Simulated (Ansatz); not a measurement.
Ge₅Se. Charge 0, multiplicity 1. Geometry r2SCAN-D4/def2-SVP.

```xyz
6

Ge   -1.590    0.782    0.400
Ge    0.927    1.567    0.582
Ge    0.101   -0.717    1.769
Ge   -0.087    0.710   -1.773
Ge   -0.912   -1.574   -0.586
Se    1.562   -0.768   -0.393
```

Another isomer (singlet) lies 0.07 eV lower at r2SCAN-D4/def2-TZVP; other spin states weren't run for this one.

Q: Estimate the orbital energies around the gap (eV) in Ansatz with PBE-D4/def2-TZVP, r2SCAN-D4/def2-TZVP, PBE0-D4/def2-TZVP, BHLYP-D4/def2-TZVP.

A: 
```
orbital  PBE-D4/def2-TZVP  r2SCAN-D4/def2-TZVP  PBE0-D4/def2-TZVP  BHLYP-D4/def2-TZVP
 HOMO−5             -7.78                -8.15              -8.78               -9.49
 HOMO−4             -7.73                -8.10              -8.78               -9.49
 HOMO−3             -6.48                -6.79              -7.30               -7.82
 HOMO−2             -5.27                -5.54              -6.16               -6.84
 HOMO−1             -5.14                -5.41              -5.97               -6.60
   HOMO             -5.14                -5.41              -5.97               -6.60
   LUMO             -3.27                -3.34              -2.69               -1.88
 LUMO+1             -3.27                -3.34              -2.69               -1.88
 LUMO+2             -2.83                -2.83              -2.17               -1.29
 LUMO+3             -2.47                -2.36              -1.76               -0.90
 LUMO+4             -1.67                -1.52              -0.99               -0.17
 LUMO+5             -1.67                -1.52              -0.99               -0.17
```
